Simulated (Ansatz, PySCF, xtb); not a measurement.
Gas-phase reaction 5 R1 + R2 → P1 + P2 + P3 + 3 P4, each structure at its B3LYP-D3(BJ)/def2-SVP stationary point, reached from a drawn start (curvature not checked).
P1: CH4 (SMILES C), charge 0, multiplicity 1.
R1, H2 (SMILES [H][H]) (charge 0, multiplicity 1, Z-matrix in Å and degrees):
```
H
H 1 0.7609
```
P2: H2O (SMILES O), charge 0, multiplicity 1.
P3: NH3 (SMILES N), charge 0, multiplicity 1.
P4: SiH4 (SMILES [SiH4]), charge 0, multiplicity 1.
R2, CH11NOSi3 (SMILES C[SiH](N[SiH3])O[SiH3]) (charge 0, multiplicity 1):
```xyz
17

Si     0.22554     0.58385    -0.77113
O      1.40364    -0.58865    -0.58078
Si     1.58700    -1.97783     0.31198
N     -0.93953     0.50196     0.52157
Si    -2.40462    -0.44362     0.62264
C      1.07830     2.24430    -0.77427
H     -0.49629     0.30329    -2.03915
H      2.75547    -2.72765    -0.22254
H      1.83215    -1.65484     1.74876
H      0.36729    -2.83498     0.22281
H     -0.68352     1.00972     1.36726
H     -3.59221     0.40936     0.93037
H     -2.59296    -1.10001    -0.69997
H     -2.32749    -1.49303     1.68403
H      0.36208     3.05816    -0.96898
H      1.56486     2.43455     0.19674
H      1.86017     2.27541    -1.54943
```

P less R. No zero-point or thermal terms. One arrangement of each flexible species, with no search for the lowest.

The values were computed with Ansatz (a first-principles code); PySCF for the D3/D4 terms; xtb for the GFN methods. No computed number here is a measurement.

Question: Estimate the reaction energy that PBE/def2-TZVPP returns for this input.

Answer: 160 kJ/mol

Question: What reaction energy does GFN1-xTB give?

Answer: 75 kJ/mol

Question: Estimate the reaction energy that PBE-D4/def2-TZVPP returns for this input.

Answer: 188 kJ/mol
